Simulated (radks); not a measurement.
Spherical quantum dot in the effective-mass picture: electrons in a parabolic well V = omega^2 r^2 / 2 with omega = 4.13, all in effective atomic units (hartree* = m*/eps^2 hartree, bohr* = eps/m* bohr), one dielectric constant everywhere. Method: non-relativistic Kohn-Sham, LDA (Slater exchange, Perdew-Wang correlation), spin-polarised, spherical densities; computed with a radial shooting solver with Libxc functionals. Levels are named by radial order and angular momentum (1s, 1p, 1d, 2s, ...), and open shells are averaged over m. Each electron was tried in the lowest free levels, single moves between levels near the top were tried too, and the lowest total energy was kept; such a search can miss a lower state. At N = 1 the Hartree and exchange-correlation terms need not cancel, so that row can carry a self-interaction error.

N        open shells  2S  E (hartree*)  mu = E(N) - E(N-1) (hartree*)  addition energy mu(N+1) - mu(N) (hartree*)  rms radius (bohr*)
1   1s(up 1, down 0)   1       6.27934                         6.2793                                       1.517              0.6052
2               none   0       14.0759                         7.7966                                       4.900              0.6242
3   1p(up 1, down 0)   1       26.7724                         12.697                                      0.9997              0.6970
4   1p(up 2, down 0)   2       40.4686                         13.696                                       1.021              0.7359
5   1p(up 3, down 0)   3       55.1857                         14.717                                       1.315              0.7625
6   1p(up 3, down 1)   2       71.2174                         16.032                                      0.9526              0.7843
7   1p(up 3, down 2)   1       88.2016                         16.984                                      0.9690              0.8022
8               none   0       106.155                         17.953                                       4.299              0.8178
9   1d(up 1, down 0)   1       128.407                         22.253                                      0.8415              0.8460
10  1d(up 2, down 0)   2       151.502                         23.094                                      0.8427              0.8695
11  1d(up 3, down 0)   3       175.438                         23.937                                      0.8411              0.8896
12  1d(up 4, down 0)   4       200.216                         24.778                                      0.8380              0.9074
13  1d(up 5, down 0)   5       225.832                         25.616                                       1.071              0.9232
14  1d(up 5, down 1)   4       252.519                         26.687                                      0.8020              0.9380
15  1d(up 5, down 2)   3       280.008                         27.489                                      0.8032              0.9515
16  1d(up 5, down 3)   2       308.300                         28.292                                      0.8020              0.9641
17  1d(up 5, down 4)   1       337.394                         29.094                                      0.7994              0.9759
18              none   0       367.288                         29.894                                       1.065              0.9870
19  2s(up 1, down 0)   1       398.246                         30.959                                      0.9009              0.9978
20              none   0       430.106                         31.860                                       3.390               1.008
21  1f(up 1, down 0)   1       465.356                         35.250                                      0.7179               1.022
22  1f(up 2, down 0)   2       501.324                         35.968                                      0.7162               1.036
23  1f(up 3, down 0)   3       538.008                         36.684                                      0.7140               1.048
24  1f(up 4, down 0)   4       575.406                         37.398                                      0.7116               1.060
25  1f(up 5, down 0)   5       613.516                         38.110                                      0.7089               1.071
26  1f(up 6, down 0)   6       652.335                         38.819                                      0.7062               1.082
27  1f(up 7, down 0)   7       691.860                         39.525                                      0.8909               1.092
28  1f(up 7, down 1)   6       732.275                         40.416                                           -               1.102

All shells are closed at N = 2, 8, 18, 20 (there: 1s2 1p6 1d10 2s2); the second difference of the energy has clear peaks (12 % above both neighbours; the first and last values, which can be the largest, are not judged, and half-filled shells can peak too) at N = 2, 5, 8, 13, 18, 20.
